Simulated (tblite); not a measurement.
Compound: C5H13NSi2.
Cartesian coordinates in Å at the GFN2-xTB level; atoms count from 1:
```xyz
21
C5H13NSi2 angstrom
C      1.1027   -0.5065    3.2165
C      0.5442   -0.4974    2.1520
Si    -0.3541   -0.5026    0.5172
N     -1.7361   -1.5443    0.4584
C      0.8692   -1.1420   -0.7919
C      0.3265   -1.0385   -2.2116
C     -0.9821    1.2610    0.1842
Si     0.3683    2.5681   -0.0592
H      1.6016   -0.5075    4.1436
H     -1.5981   -2.5420    0.4663
H     -2.5503   -1.3070    1.0014
H      1.1225   -2.1818   -0.5803
H      1.8002   -0.5791   -0.7220
H      1.0350   -1.4464   -2.9320
H      0.1383    0.0008   -2.4720
H     -0.6083   -1.5867   -2.3033
H     -1.6164    1.5659    1.0161
H     -1.6244    1.2416   -0.6954
H      1.2044    2.2292   -1.2148
H      1.2061    2.6600    1.1381
H     -0.2582    3.8721   -0.3118
```

All values are computed: GFN2-xTB (tblite) harmonic vibrations without scaling, gas phase. Against measured fundamentals such values can be off by several per cent, at times by over 20. Modes of hydrogen on silicon can be 10 to 20 % off. One conformer, not necessarily the lowest.

Harmonic wavenumbers (cm⁻¹): 43.7, 62.8, 77.0, 90.3, 114.8, 126.4, 163.7, 176.8, 195.7, 222.9, 243.4, 289.6, 298.9, 312.6, 492.2, 507.3, 516.3, 599.9, 671.7, 676.1, 682.6, 708.0, 721.8, 731.5, 788.4, 795.7, 801.6, 812.8, 850.5, 883.9, 987.0, 1020.6, 1024.5, 1081.9, 1138.1, 1247.3, 1301.4, 1416.5, 1456.3, 1493.0, 1511.6, 1514.6, 1520.9, 2205.8, 2216.6, 2236.5, 2254.2, 2974.5, 2979.8, 2989.5, 2992.9, 3004.9, 3027.6, 3035.0, 3347.0, 3471.2, 3507.1.

A = 1280, B = 1144, C = 815.3 MHz; mass 143.059 u (most abundant isotopes); point group C1, symmetry number 1.

Problem. What is the zero-point energy?

Solution. Half the sum of the wavenumbers: 35308 cm⁻¹ = 422.37 kJ/mol.

Problem. Give the ideal-gas entropy at 298.15 K and 1 bar in the rigid-rotor, harmonic-oscillator model (classical rotation).

Solution. Translation 170.76, rotation 125.43, vibration 184.84: S = 481.0 J/(mol K).

Problem. And Cp and H(298.15 K) − H(0)?

Solution. Cp = 208.33 J/(mol K), of which vibrations give 175.08 (their classical limit is 57 R = 473.9); H(298.15 K) − H(0) = 38.27 kJ/mol without the zero-point energy, 28.35 from vibrations.

Problem. How do the functions run with temperature in this model?

Solution. 
| T (K) | S (J/(mol K)) | Cp (J/(mol K)) | H − H(0) (kJ/mol) | G − H(0) (kJ/mol) | ln q(vib) |
| --- | --- | --- | --- | --- | --- |
| 150 | 366.0 | 133.7 | 12.83 | -42.07 | 4.86 |
| 250 | 446.4 | 185.1 | 28.79 | -82.81 | 8.92 |
| 400 | 548.4 | 251.1 | 61.74 | -157.64 | 14.60 |
| 600 | 662.7 | 312.4 | 118.50 | -279.10 | 21.53 |
| 900 | 801.5 | 372.1 | 221.86 | -499.54 | 30.71 |

q(vib) and H(0) count from the zero-point level.

Problem. Which modes carry the vibrational entropy at 298.15 K?

Solution. 43.7 cm⁻¹: 21.27; 62.8 cm⁻¹: 18.27; 77.0 cm⁻¹: 16.59; 90.3 cm⁻¹: 15.29; 114.8 cm⁻¹: 13.33; 126.4 cm⁻¹: 12.55 J/(mol K); the other 51 give 87.54 together.

Problem. What must be added to the electronic energy to get the Gibbs energy at 298.15 K and 1 bar?

Solution. ZPE + [H(298.15 K) − H(0)] − T·S = 422.37 + 38.27 − 143.42 = 317.22 kJ/mol.

Hindered rotation and anharmonicity are outside this model. Other conformers, if any are populated, would add a mixing term that is left out. The structure is chiral; the term R ln 2 for an equal mix with its mirror image is left out.

On an Arm Neoverse N1 with one thread, no GPU, on a shared host, this took 1.8 s. This covers the Hessian and the dipole derivatives.
